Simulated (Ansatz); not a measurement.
Two isomers of CH4ClFOSi: A = `OC(F)([SiH3])Cl`, B = `O[SiH](Cl)CF`.

Gas-phase electronic energies from Ansatz, PBE0-D4/def2-TZVP geometries. CBS: MP2 limit from def2 TZ/QZ plus the TZ coupled-cluster correction, frozen cores. DFT in def2-TZVPP. One conformer a species, not always the lowest.

Task: Which is lower in electronic energy at CCSD(T)/CBS, and by how much? (Best estimate.)

Result: Ansatz gave: B, by 297.6 kJ/mol.

Task: Give E(B) − E(A) in kJ/mol with PBE0-D4, CCSD/def2-TZVPP, MP2/def2-TZVPP, HF/def2-TZVPP, B2PLYP, r2SCAN-D4, PBE-D4. (Best estimate.)

Result: Ansatz gave: PBE0-D4 -283.1, CCSD/def2-TZVPP -298.1, MP2/def2-TZVPP -302.9, HF/def2-TZVPP -311.6, B2PLYP -295.0, r2SCAN-D4 -285.5, PBE-D4 -268.5. None reverses the order clearly.

Largest T1 diagnostic: 0.012.

From PBE to PBE0 (25 % exact exchange), in def2-TZVPP and without D4, E(B) − E(A) moves by −14.4 kJ/mol. In def2-TZVPP, CCSD(T) changes the Hartree–Fock value by +19.8 kJ/mol (the triples alone add +6.3 kJ/mol) and MP2 by +8.7 kJ/mol.
